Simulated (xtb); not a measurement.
GaI3, charge +1, doublet, geometry from GFN2-xTB (such geometries of metal compounds can be far from the true shape) (a state made from the parent by changing its charge; the spin is typed, not shown lowest).

Input for xtb:
```
$ xtb mol.xyz --gfn 2 --chrg 1 --uhf 1 --alpb dmf --json

# file mol.xyz
4

Ga     0.00000000    -0.00000000     0.00000000
I     -2.10028292    -1.45823568    -0.04756430
I      0.01598057     2.25851024    -1.19949077
I      2.08430235    -0.80027456     1.24705507
```

Question: Predict the partial charges in atom order from GFN2-xTB with ALPB(dmf) in xtb.

Answer: Ga1 0.28, I2 0.24, I3 0.24, I4 0.24

Question: Predict the total energy from GFN2-xTB with ALPB(dmf).

Answer: -12.355236 Ha
